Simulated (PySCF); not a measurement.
Running PySCF for F4Ga⁻

File input.py (PySCF 2.14):

```python
from pyscf import gto, scf
from pyscf.prop.polarizability import uhf as pol

mol = gto.M(
    atom='Ga 0 0 0; F 0.0019 1.4668 -1.0372; F 0 -1.4668 -1.0372; F 1.4659 -0.0009 1.0385; F -1.4677 0.0009 1.0359',
    basis='def2-svp',
    charge=-1,
    spin=0,
    verbose=4,
)
mf = scf.UHF(mol)
mf.kernel()
print('polarizability (a.u.)')
print(pol.Polarizability(mf).polarizability().round(4))
mf.dip_moment()
print('orbital energies (hartree):', [e[max(0, n-3):n+3].round(4) for e, n in zip(mf.mo_energy, mol.nelec)])
```

```bash
$ OMP_NUM_THREADS=1 python input.py
```

The log (some set-up lines and the per-cycle HOMO/LUMO lines with their warnings removed):

```
PySCF version 2.14.0

[INPUT] verbose = 4
[INPUT] num. atoms = 5
[INPUT] num. electrons = 68
[INPUT] charge = -1
[INPUT] spin (= nelec alpha-beta = 2S) = 0
[INPUT] symmetry False subgroup None
[INPUT] Mole.unit = angstrom
[INPUT] Symbol           X                Y                Z      unit          X                Y                Z       unit  Magmom
[INPUT]  1 Ga     0.000000000000   0.000000000000   0.000000000000 AA    0.000000000000   0.000000000000   0.000000000000 Bohr   0.0
[INPUT]  2 F      0.001900000000   1.466800000000  -1.037200000000 AA    0.003590479637   2.771850279512  -1.960023936399 Bohr   0.0
[INPUT]  3 F      0.000000000000  -1.466800000000  -1.037200000000 AA    0.000000000000  -2.771850279512  -1.960023936399 Bohr   0.0
[INPUT]  4 F      1.465900000000  -0.000900000000   1.038500000000 AA    2.770149526000  -0.001700753512   1.962480580361 Bohr   0.0
[INPUT]  5 F     -1.467700000000   0.000900000000   1.035900000000 AA   -2.773551033024   0.001700753512   1.957567292437 Bohr   0.0

nuclear repulsion = 416.401955253992
number of shells = 36
number of NR pGTOs = 170
number of NR cGTOs = 88
basis = def2-svp
ecp = {}

******** <class 'pyscf.scf.uhf.UHF'> ********
method = UHF
initial guess = minao
damping factor = 0
level_shift factor = 0
DIIS = <class 'pyscf.scf.diis.CDIIS'>
diis_start_cycle = 1
diis_space = 8
diis_damp = 0
SCF conv_tol = 1e-09
SCF conv_tol_grad = None
SCF max_cycles = 50
direct_scf = True
direct_scf_tol = 1e-13
number electrons alpha = 34  beta = 34
Set gradient conv threshold to 3.16228e-05
init E= -2319.05744503082
cycle= 1 E= -2320.52045681319  delta_E= -1.46  |g|= 0.733  |ddm|= 1.66
cycle= 2 E= -2320.62791668499  delta_E= -0.107  |g|= 0.478  |ddm|= 0.678
cycle= 3 E= -2320.69629215199  delta_E= -0.0684  |g|= 0.0281  |ddm|= 0.273
cycle= 4 E= -2320.69662155861  delta_E= -0.000329  |g|= 0.0109  |ddm|= 0.0256
cycle= 5 E= -2320.69666834215  delta_E= -4.68e-05  |g|= 0.00202  |ddm|= 0.0106
cycle= 6 E= -2320.69667138607  delta_E= -3.04e-06  |g|= 0.000792  |ddm|= 0.00237
cycle= 7 E= -2320.69667220727  delta_E= -8.21e-07  |g|= 0.000289  |ddm|= 0.00131
cycle= 8 E= -2320.69667232834  delta_E= -1.21e-07  |g|= 7.21e-05  |ddm|= 0.000603
cycle= 9 E= -2320.69667233625  delta_E= -7.91e-09  |g|= 1.77e-05  |ddm|= 0.000167
cycle= 10 E= -2320.6966723367  delta_E= -4.55e-10  |g|= 5.44e-06  |ddm|= 3.89e-05
Extra cycle  E= -2320.69667233674  delta_E= -3.64e-11  |g|= 3.04e-06  |ddm|= 7.09e-06
converged SCF energy = -2320.69667233674  <S^2> = 6.5107031e-11  2S+1 = 1
polarizability (a.u.)
Isotropic polarizability 16.1506372418
Polarizability anisotropy 0.000146570826875
[[ 1.61506e+01  2.00000e-04 -0.00000e+00]
 [ 2.00000e-04  1.61506e+01 -0.00000e+00]
 [-0.00000e+00 -0.00000e+00  1.61507e+01]]

WARN: System has nonzero charge -1; the dipole moment is origin-dependent.
Location of origin: [0. 0. 0.]

Dipole moment(X, Y, Z, Debye): -0.00037, -0.00000, -0.00000
orbital energies (hartree): [array([-0.3921, -0.3921, -0.3921,  0.3103,  0.3872,  0.3872]), array([-0.3921, -0.3921, -0.3921,  0.3103,  0.3872,  0.3872])]
```

In short: E(SCF) = -2320.696672 Eh, 10 cycles, α(xx, yy, zz) = 16.2, 16.2, 16.2 bohr³.

Hardware: Arm Neoverse N1, 1 thread, shared host. Wall time 5.9 s, peak memory 0.17 GiB.

The basis has no diffuse functions, which an anion needs. The dipole of an ion depends on the origin. No search for the lowest solution was made.
